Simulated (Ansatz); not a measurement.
Program: Ansatz 0.2.0.

Basis-set series for CH₃InOSe. The species carries charge 0 and has multiplicity 1. In: def2 effective core potential. The bonds changed during the relaxation, so this is another structure than the one it started from. The geometry is a stationary point of PBE0-D4/def2-TZVP. It is one conformer, not always the lowest.

Z-matrix (Å, degrees):
```
In
C 1 2.199
Se 1 2.816 2 39.8
H 1 1.708 2 113.5 3 93.3
H 1 1.708 2 113.5 3 -93.3
O 2 1.312 1 150.2 3 180.0
H 6 0.966 2 109.3 1 0.0
```

```csv
functional,basis,functions,energy (Eh),HOMO (eV),LUMO (eV)
PBE0-D4,def2-SVP,101,-2705.97973,-6.57,-1.76
PBE0-D4,def2-QZVPP,375,-2706.47603,-6.64,-1.90
ωB97M-V,def2-SVP,101,-2706.15548,-8.58,0.47
ωB97M-V,def2-QZVPP,375,-2706.65315,-8.68,0.11
```

Give the rows for def2-TZVPP. (Best estimate.)

The calculation gave: 
```
functional       basis  functions  energy (Eh)  HOMO (eV)  LUMO (eV)
   PBE0-D4  def2-TZVPP        202  -2706.41773      -6.63      -1.87
   ωB97M-V  def2-TZVPP        202  -2706.59670      -8.67       0.26
```

Positive LUMOs are unbound and depend on the basis. Scalar relativity is left out up to krypton.
